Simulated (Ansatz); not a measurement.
Geometry optimisation, RKS PBE0/6-31G* (Ansatz).

Input file:

```yaml
crystal:
  periodic: [false, false, false]
  atoms:
    - { symbol: Si, position_ang: [0.481943, -0.189388, -0.497249] }
    - { symbol: O, position_ang: [-0.214496, -0.323465, 2.299004] }
    - { symbol: Si, position_ang: [-1.599502, -0.503594, 3.211489] }
    - { symbol: H, position_ang: [-2.501126, -1.557925, 2.664351] }
    - { symbol: H, position_ang: [-1.284599, -0.856481, 4.626081] }
    - { symbol: H, position_ang: [-2.297117, 0.805072, 3.163574] }
    - { symbol: H, position_ang: [0.849941, -0.112491, -1.935705] }
    - { symbol: H, position_ang: [0.666661, 1.134556, 0.131094] }
    - { symbol: H, position_ang: [-0.887793, -0.734259, -0.375466] }
    - { symbol: Cl, position_ang: [1.85972, -1.568965, 0.322156] }
    - { symbol: H, position_ang: [0.466967, -1.022961, 2.41137] }
basis:
  gaussian: { orbitals: "6-31G*" }
hamiltonian:
  xc: pbe0
relax:
  f_tol: 0.03
  max_steps: 50
```

Run as:

```bash
$ ansatz run input.yaml --threads 2 --pin off --max-ram 3072MiB --backend cpu --events-out ev --progress --plain --runs-dir out
```

Task: Where does it end, and by what steps?

Result: The forces met the threshold. After 11 steps the energy has fallen by 0.039 eV; H9 moved furthest, 0.35 Å.

| step | energy less start (eV) | largest force component (eV/Å) | accepted |
| --- | --- | --- | --- |
| 0 | 0.0000 | 0.573 | yes |
| 1 | -0.0256 | 0.245 | yes |
| 2 | -0.0313 | 0.116 | yes |
| 3 | -0.0324 | 0.083 | yes |
| 4 | -0.0336 | 0.082 | yes |
| 5 | -0.0309 | 0.379 | no |
| 6 | -0.0349 | 0.053 | yes |
| 7 | -0.0362 | 0.107 | yes |
| 8 | -0.0374 | 0.087 | yes |
| 9 | -0.0379 | 0.089 | yes |
| 10 | -0.0389 | 0.042 | yes |
| 11 | -0.0394 | 0.026 | yes |

```xyz
11
Properties=species:S:1:pos:R:3
Si 0.603 -0.170 -0.703
O -0.348 -0.222 2.421
Si -1.661 -0.548 3.393
H -2.453 -1.717 2.908
H -1.253 -0.832 4.801
H -2.506 0.672 3.355
H 1.081 -0.171 -2.109
H 0.895 1.129 -0.057
H -0.836 -0.516 -0.648
Cl 1.682 -1.654 0.282
H 0.336 -0.903 2.378
```

Whether the end is a true minimum wasn't checked by a vibrational analysis.

Run time: 18 s on 2 threads of Intel(R) Xeon(R) 6975P-C (Granite Rapids) (shared host), peak memory 0.2 GiB.
